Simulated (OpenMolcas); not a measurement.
## Ni3+: effect of the active space

* Program: OpenMolcas 26.06
* Method: CASSCF or its RAS form
* Basis: ANO-RCC-VQZP
* Scalar Hamiltonian: DKH2, point nucleus
* Spin-orbit coupling: state interaction with AMFI integrals over the reference wave functions, term energies averaged over their components

A. 7 electrons in 5 orbitals (3d); 2S+1 = 4 even, 10 roots; 2S+1 = 2 even, 40 roots; cost roughly 9 core-seconds
B. 13 electrons in 8 orbitals (RAS1 3p, at most 2 holes; RAS2 3d); 2S+1 = 4 even, 10 roots; 2S+1 = 2 even, 40 roots; cost about 26 core-seconds

Energies in cm⁻¹ above 3d⁷ ⁴F_9/2, the measured ground level; measured values from Corliss and Sugar, J. Phys. Chem. Ref. Data 10, 197 (1981).

| Level | A | B | Measured |
| --- | --- | --- | --- |
| 3d⁷ ⁴F_9/2 | 0.0 | 0.0 | 0.0 |
| 3d⁷ ⁴F_7/2 | 1154 | 1159 | 1190 |
| 3d⁷ ⁴F_5/2 | 1999 | 2001 | 2042 |
| 3d⁷ ⁴F_3/2 | 2577 | 2574 | 2621 |
| 3d⁷ ⁴P_5/2 | 22197 | 20255 | 18119 |
| 3d⁷ ²G_9/2 | 22296 | 22072 | 19830 |
| 3d⁷ ⁴P_3/2 | 22561 | 20567 | 18367 |
| 3d⁷ ⁴P_1/2 | 23117 | 21155 | 18958 |
| 3d⁷ ²G_7/2 | 23405 | 23153 | 20948 |
| 3d⁷ ²P_3/2 | 29402 | 26306 | 23649 |
| 3d⁷ ²H_11/2 | 29597 | 30842 | 26649 |
| 3d⁷ ²P_1/2 | 30575 | 27547 | 24651 |
| 3d⁷ ²H_9/2 | 30587 | 31804 | 27678 |
| 3d⁷ ²D_5/2(1) | 32081 | 28446 | 27096 |
| 3d⁷ ²D_3/2(1) | 33828 | 30380 | 28778 |
| 3d⁷ ²F_5/2 | 51021 | 49154 | 43438 |
| 3d⁷ ²F_7/2 | 51508 | 49646 | 43859 |
| 3d⁷ ²D_3/2(2) | 79630 | 73109 | 67360 |
| 3d⁷ ²D_5/2(2) | 80184 | 73803 | 67990 |

Deviations, from unrounded energies. A percentage is the sum of absolute deviations over the sum of measured energies, with the sign that they share, or ± where signs differ.

```tsv
Against measurement	Levels	A	B
mean absolute deviation (cm-1)	18	4700	2800
fine structure of the ground term (%)	3	-2.1	-2.0
other terms of the ground configuration (%)	15	+17.7	+10.7
```

B lies closest to measurement on these levels. The largest miss of B in the table is 3d⁷ ²D_5/2(2), by +5800 cm-1. The ranking rests on the paired levels alone, and a cruder setting can come out closer through cancelling errors.

Between A and B the level of the table that moves most is 3d⁷ ²D_3/2(2), by 6500 cm-1 (lowest in B, highest in A).

Without dynamic correlation excited terms often stand tens of per cent too high (terms of higher spin than the ground term too low), and those without a measured partner can miss by more than the paired ones. Active for correlation alone: 3p; no level in the range computed is led by a configuration that opens it, so any true level of that kind is missing (holds for B). Measured partners are found by configuration, term and J. A level has none where our copy of the source lacks it or the pairing is in doubt (some pairs that miss far off the trend of their configuration count as doubtful), and it then counts in no deviation. Levels of configurations outside the active space are missing.

A number in round brackets counts repeated terms of one configuration in the order of the reference energies.
